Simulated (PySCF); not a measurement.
PySCF input file for methyltin triiodide (CH3I3Sn), SMILES [I][Sn]([I])([CH3])[I], TDA-PBE/def2-SVPD. Geometry: B3LYP-D3(BJ)/def2-SVP. The def2 effective core potentials stand for the cores of I, Sn; spin–orbit coupling is left out.

```python
import numpy as np
from pyscf import gto, scf, dft, tdscf

mol = gto.M(
    atom='''
    C    -0.00000001   -0.00000000    2.75389456
    Sn    0.00000000   -0.00000000    0.59334035
    I     2.20687983    1.27414267   -0.34888681
    I     0.00000000   -2.54828533   -0.34888682
    I    -2.20687984    1.27414267   -0.34888681
    H    -0.00000001    1.04402224    3.09420618
    H    -0.90414978   -0.52201112    3.09420617
    H     0.90414978   -0.52201112    3.09420618
    ''',
    basis='def2-SVPD',
    ecp={'I': 'def2-svp', 'Sn': 'def2-svp'},
    charge=0,
    spin=0,
    symmetry=True,
    max_memory=1600,
    verbose=4,
)
mf = dft.RKS(mol, xc='pbe').density_fit(auxbasis='def2-universal-jkfit')
mf.grids.level = 3
mf.conv_tol = 1e-9
mf.max_cycle = 100
mf.kernel()
mf.grids = dft.Grids(mol).set(level=1).build(with_non0tab=True)  # coarser grid for the response kernel
td = tdscf.TDA(mf)
td.singlet = True
td.nstates = 10
td.conv_tol = 1e-4
td.positive_eig_threshold = 1e-6
td.kernel(x0=td.get_init_guess(mf, 15))
td.analyze()
tt = tdscf.TDA(mf)
tt.singlet = False
tt.nstates = 4
tt.conv_tol = 1e-4
tt.positive_eig_threshold = 1e-6
tt.kernel(x0=tt.get_init_guess(mf, 9))
tt.analyze(verbose=3)
```

Log of the run:

```
PySCF version 2.14.0

[INPUT] verbose = 4
[INPUT] num. atoms = 8
[INPUT] num. electrons = 106
[INPUT] charge = 0
[INPUT] spin (= nelec alpha-beta = 2S) = 0
[INPUT] symmetry True subgroup None
[INPUT] Mole.unit = angstrom
[INPUT] Symbol           X                Y                Z      unit          X                Y                Z       unit  Magmom
[INPUT]  1 C     -0.000000010000   0.000000000000   2.753894560000 AA   -0.000000018897   0.000000000000   5.204106494330 Bohr   0.0
[INPUT]  2 Sn     0.000000000000   0.000000000000   0.593340350000 AA    0.000000000000   0.000000000000   1.121250760154 Bohr   0.0
[INPUT]  3 I      2.206879830000   1.274142670000  -0.348886810000 AA    4.170398468527   2.407780689922  -0.659300519373 Bohr   0.0
[INPUT]  4 I      0.000000000000  -2.548285330000  -0.348886820000 AA    0.000000000000  -4.815561360947  -0.659300538270 Bohr   0.0
[INPUT]  5 I     -2.206879840000   1.274142670000  -0.348886810000 AA   -4.170398487424   2.407780689922  -0.659300519373 Bohr   0.0
[INPUT]  6 H     -0.000000010000   1.044022240000   3.094206180000 AA   -0.000000018897   1.972916101555   5.847202253137 Bohr   0.0
[INPUT]  7 H     -0.904149780000  -0.522011120000   3.094206170000 AA   -1.708595459786  -0.986458050777   5.847202234239 Bohr   0.0
[INPUT]  8 H      0.904149780000  -0.522011120000   3.094206180000 AA    1.708595459786  -0.986458050777   5.847202253137 Bohr   0.0

nuclear repulsion = 687.606357852226
point group symmetry = C3v, use subgroup Cs
symmetry origin: [-5.20108121e-09  4.59428837e-09  6.06792830e-10]
symmetry axis x: [-3.58392657e-10  1.00000000e+00  2.87898451e-09]
symmetry axis y: [ 5.46888584e-12 -2.87898451e-09  1.00000000e+00]
symmetry axis z: [ 1.00000000e+00  3.58392657e-10 -5.46888481e-12]
num. orbitals of irrep A' = 109
num. orbitals of irrep A" = 72
number of shells = 71
number of NR pGTOs = 337
number of NR cGTOs = 181
basis = def2-SVPD
ecp = {'I': 'def2-svp', 'Sn': 'def2-svp'}


******** <class 'pyscf.df.df_jk.DFSymAdaptedRKS'> ********
method = DFSymAdaptedRKS
initial guess = minao
damping factor = 0
level_shift factor = 0
DIIS = <class 'pyscf.scf.diis.CDIIS'>
diis_start_cycle = 1
diis_space = 8
diis_damp = 0
SCF conv_tol = 1e-09
SCF conv_tol_grad = None
SCF max_cycles = 100
direct_scf = False
XC library pyscf.dft.libxc version 7.1.2
    S. Lehtola, C. Steigemann, M. J. T. Oliveira, and M. A. L. Marques,  SoftwareX 7, 1–5 (2018)
XC functionals = pbe
    J. P. Perdew, K. Burke, and M. Ernzerhof,  Phys. Rev. Lett. 77, 3865 (1996)
    J. P. Perdew, K. Burke, and M. Ernzerhof,  Phys. Rev. Lett. 78, 1396 (1997)
    J. P. Perdew, K. Burke, and M. Ernzerhof,  Phys. Rev. Lett. 77, 3865 (1996)
    J. P. Perdew, K. Burke, and M. Ernzerhof,  Phys. Rev. Lett. 78, 1396 (1997)
radial grids:
    Treutler-Ahlrichs [JCP 102, 346 (1995); DOI:10.1063/1.469408] (M4) radial grids

becke partition: Becke, JCP 88, 2547 (1988); DOI:10.1063/1.454033
pruning grids: <function nwchem_prune>
grids dens level: 3
symmetrized grids: True
atomic radii adjust function: <function treutler_atomic_radii_adjust>
small_rho_cutoff = 0
Freeze 0 electrons in irreps []
    106 free electrons in irreps A' A"
Set gradient conv threshold to 3.16228e-05
Initial guess from minao.
tot grids = 131376
init E= -1028.37485814309
HOMO (A') = -1.71423985464029  LUMO (A') = -1.60976695098253  gap/eV = 2.84285
cycle= 1 E= -1130.40121931904  delta_E= -102  |g|= 7.16  |ddm|= 25.1
HOMO (A') = -0.270376560660905  LUMO (A') = -0.155990689065844  gap/eV = 3.11260
cycle= 2 E= -936.937511786186  delta_E=  193  |g|=   20  |ddm|=  380
HOMO (A") = -0.0580150212801973  LUMO (A') = -0.0150775894310521  gap/eV = 1.16839
cycle= 3 E= -1143.11101276352  delta_E= -206  |g|= 4.01  |ddm|=  381
HOMO (A") = -0.321994242822016  LUMO (A') = -0.191513796933553  gap/eV = 3.55055
cycle= 4 E= -1146.98606682654  delta_E= -3.88  |g|= 1.12  |ddm|= 6.43
HOMO (A") = -0.240723027350475  LUMO (A') = -0.150057780832958  gap/eV = 2.46713
cycle= 5 E= -1147.2965473807  delta_E= -0.31  |g|= 0.36  |ddm|= 2.48
HOMO (A") = -0.240411525474337  LUMO (A') = -0.141663799501522  gap/eV = 2.68706
cycle= 6 E= -1147.31647713745  delta_E= -0.0199  |g|= 0.226  |ddm|= 0.816
HOMO (A") = -0.239936796417101  LUMO (A') = -0.140508010621978  gap/eV = 2.70560
cycle= 7 E= -1147.33405863585  delta_E= -0.0176  |g|= 0.0223  |ddm|= 0.382
HOMO (A") = -0.23834467992536  LUMO (A') = -0.139973111864034  gap/eV = 2.67683
cycle= 8 E= -1147.33418994591  delta_E= -0.000131  |g|= 0.00777  |ddm|= 0.0547
HOMO (A") = -0.239216090483977  LUMO (A') = -0.140638119351227  gap/eV = 2.68244
cycle= 9 E= -1147.33420883871  delta_E= -1.89e-05  |g|= 0.00262  |ddm|= 0.0155
HOMO (A") = -0.239269147467787  LUMO (A') = -0.140745286268148  gap/eV = 2.68097
cycle= 10 E= -1147.33421137557  delta_E= -2.54e-06  |g|= 0.000788  |ddm|= 0.00439
HOMO (A") = -0.239263037861548  LUMO (A') = -0.140688483552987  gap/eV = 2.68235
cycle= 11 E= -1147.33421151348  delta_E= -1.38e-07  |g|= 0.000462  |ddm|= 0.00186
HOMO (A") = -0.23925582605095  LUMO (A') = -0.140705075764879  gap/eV = 2.68170
cycle= 12 E= -1147.33421159673  delta_E= -8.33e-08  |g|= 4.11e-05  |ddm|= 0.000843
HOMO (A") = -0.239255477175219  LUMO (A') = -0.140702121934915  gap/eV = 2.68177
cycle= 13 E= -1147.33421159744  delta_E= -7.11e-10  |g|= 5.34e-06  |ddm|= 8.8e-05
HOMO (A") = -0.239255344782737  LUMO (A') = -0.140701970568102  gap/eV = 2.68177
Extra cycle  E= -1147.33421159744  delta_E= 7.28e-12  |g|= 6.17e-06  |ddm|= 2.1e-05
converged SCF energy = -1147.33421159744
tot grids = 44704
Overwritten attributes  positive_eig_threshold  of <class 'pyscf.tdscf.rks.TDA'>


******** <class 'pyscf.tdscf.rks.TDA'> for <class 'pyscf.df.df_jk.DFSymAdaptedRKS'> ********
nstates = 10 singlet
deg_eia_thresh = 1.000e-03
wfnsym = None
conv_tol = 0.0001
eigh lindep = 1e-12
eigh level_shift = 0
eigh max_cycle = 100


Excitation energies (eV)
[2.81736416 3.05836811 3.058381   3.1926282  3.2621816  3.26218429
 4.90846429 4.90848291 5.01415408 5.01418854]

** Singlet excitation energies and oscillator strengths **
Excited State   1:   A"      2.81736 eV    440.07 nm  f=0.0000
      53 -> 54       -0.70607
Excited State   2:   A"      3.05837 eV    405.39 nm  f=0.0204
      48 -> 54       -0.16694
      52 -> 54       -0.67979
Excited State   3:   A'      3.05838 eV    405.39 nm  f=0.0204
      49 -> 54       -0.16696
      51 -> 54       -0.67979
Excited State   4:   A'      3.19263 eV    388.35 nm  f=0.0163
      50 -> 54        0.69845
Excited State   5:   A"      3.26218 eV    380.07 nm  f=0.0150
      48 -> 54       -0.68286
      52 -> 54        0.15656
Excited State   6:   A'      3.26218 eV    380.06 nm  f=0.0150
      49 -> 54        0.68286
      51 -> 54       -0.15657
Excited State   7:   A'      4.90846 eV    252.59 nm  f=0.0000
      46 -> 54        0.40129
      53 -> 56       -0.55180
Excited State   8:   A"      4.90848 eV    252.59 nm  f=0.0000
      45 -> 54       -0.40134
      53 -> 55        0.55171
Excited State   9:   A'      5.01415 eV    247.27 nm  f=0.0136
      46 -> 54       -0.20774
      50 -> 55       -0.26956
      51 -> 55        0.36115
      52 -> 56       -0.36132
      53 -> 56       -0.33059
Excited State  10:   A"      5.01419 eV    247.27 nm  f=0.0136
      45 -> 54       -0.20769
      50 -> 56        0.26961
      51 -> 56        0.35983
      52 -> 55        0.36242
      53 -> 55       -0.33080

** Transition electric dipole moments (AU) **
state          X           Y           Z        Dip. S.      Osc.
  1         0.0000     -0.0000     -0.0000      0.0000      0.0000
  2         0.5216      0.0000      0.0000      0.2720      0.0204
  3        -0.0000      0.5215      0.0000      0.2720      0.0204
  4         0.0000     -0.0001      0.4563      0.2082      0.0163
  5        -0.4327     -0.0000      0.0000      0.1873      0.0150
  6        -0.0000      0.4328      0.0001      0.1873      0.0150
  7         0.0000      0.0008      0.0000      0.0000      0.0000
  8         0.0009      0.0000      0.0000      0.0000      0.0000
  9         0.0000     -0.3329      0.0000      0.1108      0.0136
 10         0.3329      0.0000      0.0000      0.1109      0.0136

WARN: ECP detected. Skipping calculation of transition velocity and magnetic dipole moments, which have not yet been implemented.



******** <class 'pyscf.tdscf.rks.TDA'> for <class 'pyscf.df.df_jk.DFSymAdaptedRKS'> ********
nstates = 4 triplet
deg_eia_thresh = 1.000e-03
wfnsym = None
conv_tol = 0.0001
eigh lindep = 1e-12
eigh level_shift = 0
eigh max_cycle = 100


Excitation energies (eV)
[2.57420346 2.70890722 2.70893485 2.82486057]

** Triplet excitation energies and oscillator strengths **
Excited State   1:   A"      2.57420 eV    481.64 nm  f=0.0000
Excited State   2:   A"      2.70891 eV    457.69 nm  f=0.0000
Excited State   3:   A'      2.70893 eV    457.69 nm  f=0.0000
Excited State   4:   A'      2.82486 eV    438.90 nm  f=0.0000
```

The run converged.
